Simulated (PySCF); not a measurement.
**Computed properties of DMF (C3H7NO), SMILES CN(C)C=O**

C₃H₇NO, SMILES CN(C)C=O. Geometry optimised at PBE0-D3(BJ)/def2-SVP. One conformer was computed; it need not be the lowest. All values are computed for the isolated molecule unless a solvent is named; none is compared with measurement here.

**Structure.** The optimised structure has Cs symmetry. All 30 harmonic modes at PBE0-D3(BJ)/def2-SVP (PySCF) are real, so it is a minimum. With heavy atoms numbered as in [CH3:1][N:2]([CH3:3])[CH:4]=[O:5], the shortest bond between them is C4–O5 at 1.209 Å and the longest N2–C3 at 1.439 Å.

**Vibrations.** The strongest infrared lines (harmonic, unscaled, degenerate partners summed) lie at 1859 cm⁻¹ (452 km/mol, C 63 %, O 31 %), 1104 cm⁻¹ (103 km/mol, H 56 %, C 40 %), 2960 cm⁻¹ (95 km/mol, H 92 %). The softest mode is at 142 cm⁻¹ and the zero-point energy is 64.5 kcal/mol.

**Electronic structure.** ωB97X/def2-TZVP (PySCF) places the frontier levels at -9.46 and 2.90 eV, a gap of 12.36 eV, and gives a dipole moment of 3.98 D and a mean polarisability of 48.6 bohr³.

**Excitations.** TDA-PBE0/def2-SVPD (PySCF) has S1 at 5.80 eV (214 nm, f = 0.001, dark); the most intense of the 10 singlets computed lies at 7.31 eV (f = 0.24). T1 (TDA) is at 5.00 eV, 0.80 eV under S1. No vertical singlet excitation falls in the visible range (under 3.1 eV).

**NMR.** GIAO shifts at PBE0/pcSseg-1 (PySCF) (non-relativistic, atoms alike by connectivity averaged): ¹³C from 34.6 to 164.0 ppm against TMS; ¹H from 3.1 to 8.0 ppm against TMS.
